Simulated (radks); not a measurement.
Question: Excited configurations of neutral praseodymium: one electron is placed in a higher orbital outside [Xe] 4f3 6s1. The ground configuration is [Xe] 4f3 6s2. Calculated with a radial shooting solver on a logarithmic mesh with Libxc functionals: scalar-relativistic Kohn-Sham, LDA (Slater exchange, Perdew-Wang correlation), spin-polarised, spherical densities, point nucleus; open shells are filled with parallel spins first (spin-orbit coupling, left out, can overturn this in heavy ions). Excitation = E - E(ground); binding = E(ion) - E, where the ion is the core of charge +1; n* = 1/sqrt(2 binding) in atomic units, and the quantum defect is n - n*.

outer orbital  excitation (eV)  binding (eV)     n*  quantum defect  eigenvalue (eV)  <r> (bohr)
5d                       0.981         4.644  1.712           3.288           -1.764       3.518
5f                       4.657         0.968  3.749           1.251           -0.450       15.94
6p                       1.840         3.785  1.896           4.104           -2.048       5.700
6d                       4.045         1.580  2.935           3.065           -0.784       10.90
6f                       4.944         0.681  4.469           1.531           -0.387       27.04
7s                       3.443         2.182  2.497           4.503           -1.335       10.17
7p                       4.006         1.619  2.899           4.101           -0.974       12.93
7f                       5.130         0.495  5.243           1.757           -0.307       40.78

Estimate the row for 7d.

Answer: excitation (eV) 4.661; binding (eV) 0.964; n* 3.757; quantum defect 3.243; eigenvalue (eV) -0.569; <r> (bohr) 20.63. The Delta-SCF ionisation energy is 5.625 eV (NIST Atomic Spectra Database: 5.470 eV, semi-empirical). Self-interaction in the functional shifts the binding energies and quantum defects, so they are the method's values and not measured ones. Open shells are spherical and high-spin; term and fine-structure splittings are not resolved. Spin-orbit splitting is averaged out at the scalar-relativistic level.
